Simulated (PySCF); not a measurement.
# Vibration and rotation of CsBr⁺

UHF-CCSD(T) constants of CsBr⁺, ²Π (doublet), unpaired electrons π ↑ (PySCF, scalar-relativistic core potentials, basis sets Cs def2-SVP with ECP46, Br def2-SVP; masses 132.9054 and 78.9183 u):

- ωe: 54.5 cm⁻¹
- ωexe: 0.575 cm⁻¹
- Be: 0.023068 cm⁻¹
- αe: 0.000235 cm⁻¹
- D (centrifugal): 1.66e-08 cm⁻¹
- De to Cs⁺ + Br: 0.213 eV

Q: Give the vibrational terms G(v) and spacings up to v = 6.

A: G(v) = ωe(v+½) − ωexe(v+½)².

```csv
v,G(v) (cm⁻¹),G(v) − G(v−1),Bv (cm⁻¹)
0,27.1,,0.02295
1,80.5,53.3,0.02272
2,132.7,52.2,0.02248
3,183.7,51.1,0.02225
4,233.6,49.9,0.02201
5,282.4,48.8,0.02178
6,330.0,47.6,0.02154
```

Q: How well does the Morse estimate ωe²/(4ωexe) reproduce De, and what is D0?

A: It gives 0.160 eV, 75 % of the computed De. D0 = De − G(0) = 0.213 − 0.003 = 0.210 eV.

Correlated steps freeze 9 core orbitals. The bond is weak. Basis-set superposition, not corrected here, can be much of De in a small basis, most of all at correlated wavefunction levels. Spin–orbit coupling is left out, which matters for elements this heavy, above all for dissociation energies. For an ion De counts to the pair picked by the measured ionisation energies or electron affinities, which need not be the lowest pair at this level. The state was picked by a PBE0 search and need not be the measured ground state.
